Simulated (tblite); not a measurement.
Record of a relaxation.

Species: C8H14OSi.
Atom-mapped SMILES: `[CH3:1][C:2](=[O:3])[C:4]#[C:5][CH2:6][CH2:7][SiH:8]([CH3:9])[CH3:10]` (hydrogens: H11, H12, H13 on C1; H14, H15 on C6; H16, H17 on C7; H18 on Si8; H19, H20, H21 on C9; H22, H23, H24 on C10)

Computed with GFN2-xTB (tblite), gas phase: L-BFGS steps from a force-field or distance-geometry start until the largest atomic force falls under 0.01 eV/Å. 6 of its 42 geometries are shown.

Step 0: E = -815.5584 eV, largest atomic force 1.457 eV/Å
```
atom  x, y, z in Å  |  force x, y, z in eV/Å
C1      5.123    0.258    0.270   -0.295   0.206   0.288
C2      4.112   -0.777   -0.150   -0.023  -1.360  -0.522
O3      4.418   -1.806   -0.746   -0.256   1.113   0.567
C4      2.740   -0.520    0.215    0.423   0.224  -0.005
C5      1.595   -0.318    0.531   -0.840   0.122   0.223
C6      0.187   -0.072    0.884    0.726   0.189   0.131
C7     -0.660    0.167   -0.365    0.320   0.019  -0.146
Si8    -2.481    0.504   -0.021    0.079   0.600   0.573
C9     -3.280   -0.969    0.799   -0.466  -0.408   0.504
C10    -3.368    0.925   -1.605   -0.067   0.158  -0.942
H11     6.111   -0.043   -0.059    0.099  -0.064  -0.015
H12     4.862    1.215   -0.194    0.038  -0.111   0.219
H13     5.113    0.365    1.369   -0.050   0.035  -0.522
H14    -0.184   -0.930    1.451    0.026  -0.019  -0.122
H15     0.134    0.806    1.556    0.071  -0.275  -0.299
H16    -0.593   -0.705   -1.015    0.197  -0.039  -0.090
H17    -0.258    1.020   -0.920    0.134  -0.160   0.026
H18    -2.576    1.658    0.892    0.023   0.074   0.060
H19    -3.214   -1.853    0.172   -0.039  -0.078   0.095
H20    -4.339   -0.772    1.000    0.285  -0.139  -0.058
H21    -2.806   -1.184    1.758   -0.117  -0.097  -0.154
H22    -2.911    1.804   -2.083   -0.245  -0.374   0.081
H23    -4.412    1.159   -1.411    0.081  -0.056  -0.124
H24    -3.323    0.087   -2.320   -0.106   0.439   0.233
```

Step 8: E = -815.6654 eV, largest atomic force 0.087 eV/Å
```
atom  x, y, z in Å  |  force x, y, z in eV/Å
C1      5.104    0.252    0.267    0.035   0.035   0.023
C2      4.098   -0.794   -0.147    0.007   0.006  -0.040
O3      4.402   -1.800   -0.746   -0.073   0.002   0.018
C4      2.747   -0.489    0.231   -0.019  -0.032   0.004
C5      1.593   -0.319    0.539    0.002   0.014  -0.024
C6      0.210   -0.069    0.880    0.002   0.001   0.016
C7     -0.641    0.167   -0.373    0.023   0.019  -0.007
Si8    -2.479    0.535    0.010   -0.014  -0.008  -0.037
C9     -3.290   -0.983    0.819    0.011   0.004   0.017
C10    -3.369    0.935   -1.621   -0.021   0.018  -0.016
H11     6.097   -0.050   -0.056    0.019   0.000  -0.018
H12     4.851    1.214   -0.173   -0.045   0.010  -0.047
H13     5.096    0.373    1.347   -0.040  -0.026   0.070
H14    -0.171   -0.934    1.429    0.001  -0.009   0.000
H15     0.152    0.803    1.537    0.006   0.014   0.015
H16    -0.556   -0.706   -1.023   -0.004   0.000   0.003
H17    -0.217    1.005   -0.928    0.044   0.016  -0.024
H18    -2.571    1.697    0.924    0.037  -0.068  -0.040
H19    -3.222   -1.867    0.190    0.017   0.036   0.001
H20    -4.344   -0.798    1.008    0.011  -0.020   0.024
H21    -2.822   -1.219    1.770   -0.033  -0.028   0.026
H22    -2.929    1.798   -2.110   -0.008   0.014  -0.002
H23    -4.416    1.157   -1.440    0.001   0.023  -0.001
H24    -3.334    0.110   -2.327    0.040  -0.021   0.039
```

Step 16: E = -815.6691 eV, largest atomic force 0.035 eV/Å
```
atom  x, y, z in Å  |  force x, y, z in eV/Å
C1      5.100    0.252    0.268    0.003   0.008   0.004
C2      4.094   -0.794   -0.148   -0.001  -0.018  -0.030
O3      4.388   -1.802   -0.748   -0.017   0.008   0.005
C4      2.745   -0.486    0.233   -0.017  -0.012  -0.003
C5      1.591   -0.314    0.537    0.012   0.003   0.003
C6      0.209   -0.066    0.880    0.005  -0.001   0.013
C7     -0.635    0.172   -0.377    0.008  -0.006   0.004
Si8    -2.476    0.531    0.005   -0.014   0.012   0.002
C9     -3.288   -0.983    0.825    0.011   0.002  -0.008
C10    -3.369    0.939   -1.622    0.004  -0.005   0.004
H11     6.095   -0.043   -0.054    0.006  -0.007  -0.004
H12     4.840    1.211   -0.176   -0.023   0.011  -0.006
H13     5.083    0.367    1.350   -0.016   0.001   0.023
H14    -0.171   -0.933    1.426   -0.011   0.004  -0.001
H15     0.154    0.804    1.540   -0.017   0.008   0.000
H16    -0.551   -0.704   -1.023    0.011  -0.008  -0.010
H17    -0.202    1.005   -0.933   -0.006   0.008  -0.006
H18    -2.557    1.687    0.920    0.020   0.002   0.008
H19    -3.216   -1.862    0.190    0.003  -0.008   0.006
H20    -4.342   -0.803    1.014    0.009   0.004  -0.008
H21    -2.828   -1.227    1.778    0.011   0.006  -0.005
H22    -2.932    1.802   -2.115    0.009  -0.007   0.008
H23    -4.417    1.162   -1.445    0.011  -0.009   0.006
H24    -3.326    0.107   -2.319   -0.001   0.002  -0.005
```

Step 25: E = -815.6707 eV, largest atomic force 0.031 eV/Å
```
atom  x, y, z in Å  |  force x, y, z in eV/Å
C1      5.085    0.251    0.268   -0.006   0.004   0.002
C2      4.084   -0.798   -0.155   -0.005  -0.020  -0.023
O3      4.378   -1.804   -0.758    0.008   0.010   0.001
C4      2.736   -0.491    0.227   -0.012  -0.006   0.011
C5      1.588   -0.307    0.546    0.004  -0.010  -0.006
C6      0.205   -0.060    0.883    0.003   0.000   0.010
C7     -0.629    0.172   -0.382    0.004  -0.003   0.002
Si8    -2.466    0.531    0.004   -0.024   0.002  -0.001
C9     -3.277   -0.983    0.825    0.003  -0.002   0.001
C10    -3.364    0.936   -1.621    0.006   0.001   0.006
H11     6.084   -0.036   -0.048   -0.004  -0.009  -0.005
H12     4.817    1.208   -0.175   -0.004   0.013  -0.004
H13     5.058    0.362    1.350   -0.002   0.004   0.017
H14    -0.179   -0.928    1.425   -0.001   0.004   0.003
H15     0.140    0.810    1.541    0.003   0.006   0.002
H16    -0.536   -0.704   -1.025   -0.002  -0.009  -0.010
H17    -0.198    1.007   -0.936    0.013   0.006   0.001
H18    -2.527    1.683    0.926   -0.008  -0.004  -0.010
H19    -3.206   -1.865    0.194    0.010   0.001  -0.005
H20    -4.332   -0.802    1.010    0.001   0.001   0.003
H21    -2.818   -1.224    1.778    0.006   0.004   0.005
H22    -2.924    1.799   -2.111   -0.006  -0.001  -0.004
H23    -4.411    1.158   -1.442    0.012   0.000  -0.001
H24    -3.320    0.105   -2.318    0.000   0.007   0.004
```

Step 33: E = -815.6713 eV, largest atomic force 0.022 eV/Å
```
atom  x, y, z in Å  |  force x, y, z in eV/Å
C1      5.072    0.252    0.269    0.003  -0.004   0.001
C2      4.078   -0.801   -0.160   -0.001  -0.017  -0.011
O3      4.381   -1.800   -0.769    0.002   0.004  -0.004
C4      2.729   -0.505    0.227   -0.008   0.009   0.005
C5      1.584   -0.312    0.549    0.003  -0.006   0.010
C6      0.204   -0.059    0.886   -0.004  -0.007   0.004
C7     -0.625    0.172   -0.382   -0.003   0.007   0.001
Si8    -2.462    0.531    0.003   -0.018   0.012  -0.005
C9     -3.270   -0.983    0.826    0.009   0.007  -0.004
C10    -3.359    0.938   -1.621   -0.003  -0.002   0.001
H11     6.071   -0.037   -0.047    0.016   0.015   0.001
H12     4.806    1.210   -0.173   -0.006  -0.004  -0.007
H13     5.043    0.362    1.351   -0.003  -0.003   0.009
H14    -0.184   -0.923    1.431   -0.003  -0.005   0.007
H15     0.139    0.815    1.540    0.013  -0.004  -0.005
H16    -0.531   -0.704   -1.027    0.000  -0.004   0.010
H17    -0.190    1.006   -0.934   -0.001   0.010  -0.008
H18    -2.526    1.684    0.923   -0.004   0.000  -0.004
H19    -3.193   -1.866    0.196    0.000   0.001   0.008
H20    -4.325   -0.806    1.012    0.008  -0.007  -0.003
H21    -2.809   -1.219    1.781    0.000  -0.002  -0.002
H22    -2.923    1.801   -2.114    0.000  -0.004   0.004
H23    -4.406    1.158   -1.440    0.001   0.001  -0.005
H24    -3.316    0.106   -2.319   -0.001   0.003  -0.003
```

Step 41: E = -815.6720 eV, largest atomic force 0.009 eV/Å
```
atom  x, y, z in Å  |  force x, y, z in eV/Å
C1      5.060    0.251    0.270    0.000   0.002  -0.001
C2      4.074   -0.807   -0.168    0.002  -0.004   0.004
O3      4.382   -1.796   -0.789   -0.001  -0.002  -0.004
C4      2.724   -0.522    0.227    0.001   0.001   0.003
C5      1.581   -0.328    0.557   -0.001   0.006  -0.004
C6      0.203   -0.060    0.892   -0.001   0.002  -0.005
C7     -0.622    0.174   -0.379   -0.007   0.000   0.004
Si8    -2.461    0.535    0.000    0.002   0.002   0.002
C9     -3.257   -0.983    0.828    0.002   0.005  -0.004
C10    -3.357    0.939   -1.625    0.002  -0.001   0.002
H11     6.064   -0.024   -0.041    0.000  -0.005   0.000
H12     4.786    1.207   -0.173   -0.005   0.005   0.002
H13     5.024    0.359    1.353   -0.004  -0.001   0.000
H14    -0.197   -0.916    1.442    0.008   0.001  -0.005
H15     0.149    0.819    1.540    0.006  -0.005   0.003
H16    -0.529   -0.703   -1.022   -0.003   0.004   0.005
H17    -0.182    1.006   -0.931   -0.004  -0.004   0.007
H18    -2.533    1.690    0.917    0.002  -0.003  -0.004
H19    -3.173   -1.867    0.201    0.002   0.002   0.004
H20    -4.314   -0.814    1.012    0.003  -0.005   0.001
H21    -2.794   -1.212    1.783   -0.002   0.004  -0.005
H22    -2.921    1.803   -2.117    0.000  -0.002   0.001
H23    -4.405    1.160   -1.445    0.001  -0.002  -0.004
H24    -3.313    0.108   -2.324    0.000   0.000   0.000
```

Question: Summarise the path.

Answer: The energy falls by 10.96 kJ/mol from step 0 to step 41; nine tenths of that is first reached at step 7. It falls at every step. The largest force goes from 1.457 to 0.009 eV/Å. Among the bonds Si8–C9 changes most, from 1.865 to 1.903 Å; the atoms move by 0.050 Å rms after alignment.

The cost below is that of the whole relaxation. Time: 0.72 s wall. Hardware: an Arm Neoverse N1 with one thread, no GPU, shared host with 64 logical CPUs at a one-minute load of 60.
